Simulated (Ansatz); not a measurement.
Cu₁₂Mo, relaxed as a singlet with RKS PBE-D4/def2-SVP in Ansatz, starting from packed atoms. Force threshold 0.03 eV/Å.

In the def2 sets Mo takes a core potential; there is no spin–orbit coupling. Single mean-field runs in def2-SVP are fitted with def2-universal-jkfit. The restricted singlet is unstable towards broken spin symmetry in Hartree–Fock (as tested in another run); at PBE-D4/def2-SVP this wasn't settled. An occupied level lies above an empty one. The structure comes from a short search, and lower isomers may exist.

Start:

```
atom   x (Å)   y (Å)   z (Å)
 Mo1  -0.115   0.379   2.745
 Cu2   1.926  -1.102   1.432
 Cu3  -0.300  -0.020   0.114
 Cu4  -2.718  -1.021   0.432
 Cu5   1.677   1.493   0.128
 Cu6   0.576   1.258  -2.485
 Cu7   1.992   2.047   2.651
 Cu8  -1.194  -2.247   2.007
 Cu9  -2.008   1.167  -1.510
Cu10   1.658  -0.792  -1.448
Cu11  -0.786   2.749   0.504
Cu12  -1.076  -0.854  -2.857
Cu13   0.370  -3.057  -1.714
```

(1) Estimate the energy that the relaxation releases and the steps that it takes.

(2) Does the start keep its bonding and symmetry?

(3) Predict the relaxed structure.

Answers

(1) 7.91 eV, in 15 steps; 69 s on 2 threads of AMD EPYC 7R13 on a shared host and a share (18 GiB) of an NVIDIA H100 80GB HBM3. No frequencies were taken in this run, so the end may be a saddle point.

(2) Bonds formed: Mo1–Cu4, Cu2–Cu7, Cu2–Cu8, Cu2–Cu13, Cu3–Cu13, Cu4–Cu11, Cu6–Cu11, Cu8–Cu13 (atoms count from 1). Metal–metal contacts that move far: Cu3–Cu12 3.18 to 2.36 Å, Mo1–Cu5 3.36 to 2.54 Å, Mo1–Cu11 3.33 to 2.52 Å, Cu3–Cu8 3.06 to 2.40 Å, Cu10–Cu12 3.08 to 2.50 Å.

(3) 
```xyz
13

Mo   -0.223    0.593    2.058
Cu    1.513   -1.023    1.061
Cu   -0.420   -0.328   -0.333
Cu   -2.460    0.094    0.972
Cu    1.392    1.406    0.275
Cu    0.149    1.405   -1.925
Cu    2.174    0.814    2.572
Cu   -0.810   -1.774    1.546
Cu   -2.139    0.625   -1.628
Cu    1.756   -0.453   -1.383
Cu   -1.091    2.001    0.162
Cu   -0.374   -0.925   -2.613
Cu    0.532   -2.435   -0.765
```
Bond lengths (bridged metal pairs left out): 32 × Cu–Cu 2.35 to 2.75 Å; 7 × Cu–Mo 2.46 to 2.57 Å.
